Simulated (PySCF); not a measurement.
## Vibration and rotation of BAs⁻

ROHF-CCSD(T) constants of BAs⁻, ²Σ⁺ (doublet), unpaired electrons σ ↑ (basis B def2-TZVPPD, As def2-TZVPPD; no relativity; PySCF 2.14; masses 11.0093 and 74.9216 u):

```
ωe   : 866.3 cm⁻¹
ωexe : 4.22 cm⁻¹
Be   : 0.53379 cm⁻¹
αe   : 0.00365 cm⁻¹
```

**Question.** What force constant and bond length do these constants imply?

**Answer.** Reduced mass μred = 9.5988 u; k = 5.8918×10⁻⁷·μred·ωe² (u, cm⁻¹, mdyn/Å) = 4.24 mdyn/Å; Re = √(16.8576/(μred·Be)) (u, cm⁻¹, Å) = 1.814 Å.

**Question.** Estimate the centrifugal constant D from the Kratzer relation and find the Dunham coefficient a1.

**Answer.** D = 4Be³/ωe² = 8.11e-07 cm⁻¹; a1 = −1 − αeωe/(6Be²) = -2.85.

Correlated steps freeze 10 core orbitals. Spin–orbit coupling is left out. The state was picked by a PBE0 search and need not be the measured ground state.
